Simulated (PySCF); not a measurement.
Highest harmonic wavenumber (cm⁻¹) of eight silicon and germanium compounds: PBE-D3(BJ) beside B3LYP-D3(BJ), computed with PySCF for isolated molecules in the bases named; differences from unrounded values. The eight are the first of their class met in an unordered collection, after screening for sound electronic states; none was chosen by its value. Each level has its own optimised geometry.

```
molecule                                                 basis  B3LYP-D3(BJ)  PBE-D3(BJ)  difference
----------------------------------------------------  --------  ------------  ----------  ----------
C4H9FSi, SMILES C[C@H]1C[C@@]1(F)[SiH3]               def2-SVP          3217        3156         -61
C2H10Si4, SMILES [SiH3][SiH2][Si@@H]1C=C[SiH2]1       def2-SVP          3137        3073         -64
C₃H₁₃NSi₂, SMILES C[SiH2]N[C@@H]([SiH3])C             def2-SVP          3537        3451         -86
Cl3H3OSi2, SMILES Cl[SiH2]O[SiH](Cl)Cl                def2-SVP          2327        2260         -67
Si(F)2(vinyl)(OH) (C2H4F2OSi), SMILES C=C[Si](O)(F)F  def2-SVP          3887        3781        -105
C3H11ClSi2, SMILES CC[Si@H](Cl)[SiH2]C                def2-SVP          3133        3087         -47
FH6NOSi2, SMILES O[SiH2]N[SiH2]F                      def2-SVP          3863        3753        -110
C3H5ClOSi, SMILES C=C=C(Cl)[SiH2]O                    def2-SVP          3873        3762        -111
```

PBE-D3(BJ) lies below B3LYP-D3(BJ) in 8 and above it in 0 of the eight; the mean signed difference is -81 and the largest -111 cm⁻¹.
